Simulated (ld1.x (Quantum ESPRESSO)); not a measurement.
**What one change does to a pseudopotential (Pd, TM)**

- Element: palladium (Pd)
- Generator: ld1.x (Quantum ESPRESSO) 7.5
- Type: norm-conserving Troullier–Martins (Kleinman–Bylander form)
- Functional: PBE
- Relativity: non-relativistic
- Frozen core: [Ar] 3d10 4s2
- Valence charge: 16
- Reference configuration: 4p6 4d9 5s0 5p0 (charge +1)
- Partial waves: 5s (bound, empty): rc 2.10 bohr; 4p (bound): rc 1.60 bohr; 4d (bound): rc 1.70 bohr
- Local potential: all-electron potential smoothed inside 1.60 bohr (lloc = -1)
- Core correction: Bessel-smoothed model core inside 0.90 bohr

Change: all radii but the core radius scaled by about 1.40 (s 2.96, p 2.24, d 2.38 bohr); local potential all-electron potential smoothed inside 2.24 bohr (lloc = -1).

Cutoffs: the cutoffs (Ry, on a coarse ladder) from which the occupation-weighted sum of valence levels, in a spherical-Bessel basis at the reference potential, stays within 10 and 1 mRy of its value at 400 Ry; they do not see the model core or the augmentation charge, which bear on the density cutoff. Errors are all-electron minus pseudo energies relative to the spin-unpolarised reference configuration.

Q: How do hardness, ghosts and transferability respond?

A: The potential gets softer (60 Ry and 90 Ry → 45 Ry and 70 Ry); both files keep a bound ghost (s); of the 7 tests that both files solve, the error grows in 5 and shrinks in 1 by more than 15 % and 0.3 meV (median size 39.0 → 50.3 meV). A larger radius leaves more room for a smooth pseudo-wave, so fewer plane waves are needed.

```csv
quantity,base,changed
"cutoff, loose",60 Ry,45 Ry
"cutoff, tight",90 Ry,70 Ry
loose cutoff by channel (10 mRy a level),"p 30 Ry, d 50 Ry","p 30 Ry, d 35 Ry"
bound ghosts,s,s
"error for 4p6 4d10 5s0 5p0, meV [ΔE -9.25 eV]",-3.2,-14
"error for 4p6 4d8 5s0 5p0, meV [ΔE 21.11 eV]",-8.3,-18
"error for 4p6 4d7 5s0 5p0, meV [ΔE 55.91 eV]",-42,-50
"error for 4p6 4d8 5s1 5p0, meV [ΔE 5.54 eV]",-39,+65
"error for 4p6 4d9 5s1 5p0, meV [ΔE -7.08 eV]",-6.2,-1.6
"error for 4p5 4d10 5s0 5p0, meV [ΔE 46.02 eV]",-47,-180
"error for 4p6 4d9 5s0 5p1, meV [ΔE -3.78 eV]",+100,-100
```

Changed file: These tests converged, but a pseudo level misses the all-electron one widely, so the file describes the atom poorly there or has found another state: 4p6 4d7 5s0 5p0: empty 5s by 5.2 eV (a node warning on the way). A true bound ghost makes a file unfit for plane-wave use even where its test errors are small: the radial tests pick states by their node count and pass the ghost by.
